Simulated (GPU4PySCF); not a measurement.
C₁₂H₁₀O₂S.

```xyz
25

O     -0.0016    -1.2530    -2.0383
S      0.0000     0.0000    -1.3345
O      0.0016     1.2530    -2.0383
C     -1.3873     0.0015    -0.2374
C     -1.9121     1.2119     0.1919
C     -2.9905     1.2075     1.0614
C     -3.5316     0.0037     1.4915
C     -3.0037    -1.2011     1.0482
C     -1.9252    -1.2077     0.1787
C      1.3873    -0.0015    -0.2374
C      1.9252     1.2077     0.1787
C      3.0037     1.2011     1.0482
C      3.5316    -0.0037     1.4915
C      2.9905    -1.2075     1.0614
C      1.9121    -1.2119     0.1919
H     -1.4872     2.1386    -0.1730
H     -3.4141     2.1458     1.3993
H     -4.3764     0.0045     2.1705
H     -3.4374    -2.1384     1.3758
H     -1.5099    -2.1347    -0.1964
H      1.5099     2.1347    -0.1964
H      3.4374     2.1384     1.3758
H      4.3764    -0.0045     2.1705
H      3.4141    -2.1458     1.3993
H      1.4872    -2.1386    -0.1730
```
Charge 0, spin multiplicity 1.

Coordinates come from a PBE0-D3(BJ)/def2-TZVP optimisation. The values are those of a single conformer.

All values below come from PBE0/pcSseg-1 in GPU4PySCF. Non-relativistic, no solvent.

Computed absolute GIAO shielding of each atom: isotropic value and principal components (ppm):
```
atom  σ(iso)    σ11    σ22    σ33   span
----  ------  -----  -----  -----  -----
O1     162.0  129.4  149.6  207.1   77.7
S2     228.7   55.3  223.1  407.7  352.4
O3     162.0  129.4  149.6  207.1   77.7
C4      35.9  -42.6   15.7  134.7  177.2
C5      52.3  -49.5   26.6  179.7  229.2
C6      52.1  -56.5   35.1  177.7  234.2
C7      48.3  -63.2   29.6  178.5  241.6
C8      52.1  -56.5   35.0  177.7  234.1
C9      52.3  -49.4   26.6  179.8  229.2
C10     35.9  -42.6   15.7  134.7  177.2
C11     52.3  -49.4   26.6  179.8  229.2
C12     52.1  -56.5   35.0  177.7  234.1
C13     48.3  -63.2   29.6  178.5  241.6
C14     52.1  -56.5   35.1  177.7  234.2
C15     52.3  -49.5   26.6  179.7  229.2
H16     23.4   19.1   21.7   29.3   10.2
H17     23.9   20.1   24.5   27.2    7.1
H18     23.9   20.4   24.8   26.6    6.2
H19     23.9   20.1   24.5   27.2    7.1
H20     23.4   19.1   21.7   29.3   10.2
H21     23.4   19.1   21.7   29.3   10.2
H22     23.9   20.1   24.5   27.2    7.1
H23     23.9   20.4   24.8   26.6    6.2
H24     23.9   20.1   24.5   27.2    7.1
H25     23.4   19.1   21.7   29.3   10.2
```
